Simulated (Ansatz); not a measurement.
Cost and result for the atomization energy of `[OH][Sn]([F])[F]` radical (5 atoms, 4 bonds).

The species carries charge 0 and has multiplicity 2. Correlated methods include outer-core shells of Sn, which these sets cover unevenly. Sn: def2 effective core potential. All single points use the PBE0-D4/def2-TZVP geometry. It is one conformer, not always the lowest. Program: Ansatz. All runs use 4 threads of an Arm Neoverse V1 on a shared host. Times are those of one run each, without the atoms' runs, and a repeat can differ threefold. Electronic energies, without spin–orbit coupling; frozen cores. CCSD(T)/CBS adds CCSD(T) − MP2 in def2-TZVPP to the MP2 limit, and its time is that of the two runs behind it. T1 = 0.019; ⟨S²⟩ of the reference is 0.76. With those shells the extrapolation isn't a true limit. B3LYP takes the VWN-RPA correlation (the form of Gaussian; ORCA's B3LYP/G). HSE06 is the plane-wave form, built on full-range PBE exchange.

CCSD(T)/CBS is a level of theory with its own doubt, some kJ/mol a heavy atom from the limit and from the frozen cores, so smaller differences don't rank the functionals.

| level | functions | wall time |
| --- | --- | --- |
| PBE-D4/def2-TZVPP (with forces) | 157 | 2 s |
| BLYP-D4/def2-TZVPP | 157 | 2 s |
| PBE0-D4/def2-TZVPP | 157 | 2.6 s |
| HSE06-D4/def2-TZVPP | 157 | 2.7 s |
| BHLYP-D4/def2-TZVPP | 157 | 2.8 s |
| B3LYP-D4/def2-TZVPP (with forces) | 157 | 2.9 s |
| r2SCAN-D4/def2-TZVPP (with forces) | 157 | 4.5 s |
| ωB97X-V/def2-TZVPP | 157 | 6.5 s |
| CCSD(T)/def2-SVP | 73 | 9 s |
| ωB97M-V/def2-TZVPP (with forces) | 157 | 11 s |
| MP2/def2-QZVPP | 283 | 11 s |
| CCSD(T)/def2-TZVPP | 157 | 3.4 min |
| CCSD(T)/CBS(def2) | – | 3.6 min |

(1) What atomization energy does each give, and how far from CCSD(T)/CBS? (An estimate is asked.)

Answers

(1) The calculation gave: 
```csv
level,atomization (kcal/mol),difference from CCSD(T)/CBS,per bond
PBE-D4/def2-TZVPP (with forces),405.0,11.6,2.9
BLYP-D4/def2-TZVPP,397.3,3.9,1.0
PBE0-D4/def2-TZVPP,380.3,-13.1,-3.3
HSE06-D4/def2-TZVPP,380.6,-12.8,-3.2
BHLYP-D4/def2-TZVPP,355.7,-37.7,-9.4
B3LYP-D4/def2-TZVPP (with forces),384.7,-8.7,-2.2
r2SCAN-D4/def2-TZVPP (with forces),392.5,-0.9,-0.2
ωB97X-V/def2-TZVPP,390.2,-3.2,-0.8
CCSD(T)/def2-SVP,343.4,-50.0,-12.5
ωB97M-V/def2-TZVPP (with forces),386.9,-6.5,-1.6
MP2/def2-QZVPP,404.6,11.2,2.8
CCSD(T)/def2-TZVPP,374.0,-19.4,-4.8
CCSD(T)/CBS(def2),393.4,0.0,0.0
```

The D4 term adds +3.3 kcal/mol with B3LYP and +1.7 kcal/mol with PBE0; it sums over pairs of atoms, weighted by their polarisabilities, and B3LYP, whose exchange is more repulsive, gets the larger term. Leaving LDA and LC-ωPBE aside and taking each functional with its dispersion term where it has one, the values spread over 49.3 kcal/mol, from BHLYP-D4 to PBE-D4. LDA lies +67.2 kcal/mol from PBE without D4, its usual overbinding. From r2SCAN to r2SCAN0 (25 % exact exchange), in def2-TZVPP and without D4, the atomization energy moves by −21.9 kcal/mol: exact exchange takes away binding that semilocal exchange gives to molecules.

Spin–orbit coupling would lower the free Sn atoms strongly, and the atomization energy with them, by more than many differences here. For some Ge, Se and Sn compounds the MP2-based and the directly extrapolated limit differ by 10 to 25 kJ/mol.
